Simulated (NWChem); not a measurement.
Molecule: CH5AlO3; SMILES [Al]([OH])([O]C)[OH]

```xyz
10

Al     0.0543     0.4971     0.0000
O      1.2060     1.7416     0.0000
H      2.1513     1.5854     0.0000
O     -1.5988     0.8709     0.0000
H     -1.9398     1.7661     0.0000
O      0.5539    -1.1144     0.0000
C     -0.0240    -2.3766     0.0000
H      0.2927    -2.9518    -0.8889
H      0.2927    -2.9518     0.8889
H     -1.1293    -2.3469     0.0000
```
Atoms are numbered in this order, from 1.

Program: NWChem. Pople sets run with spherical d functions. Geometry: optimised at PBE0/def2-SVP. B3LYP is NWChem's, with the RPA form of VWN correlation. GIAO values for the isolated, static molecule; σ is the absolute isotropic shielding, δ = σ(reference) − σ with the isolated reference molecule computed at the same levels (1H: tetramethylsilane, 17O: water).

For level B3LYP/6-311G**:

```
Property                 Result
-----------------------  ------
σ Al1 (ppm)               473.7
δ H3 (ppm)                 0.81
δ O4 (ppm)                  1.0
δ H5 (ppm)                 0.74
δ O6 (ppm)                  2.8
δ H8 (rotor mean) (ppm)    3.82
```

How do the values read with level PBE/pcSseg-1 instead?


- σ Al1 (ppm) = 462.4
- δ H3 (ppm) = 0.92
- δ O4 (ppm) = 3.2
- δ H5 (ppm) = 0.89
- δ O6 (ppm) = 5.7
- δ H8 (rotor mean) (ppm) = 4.02
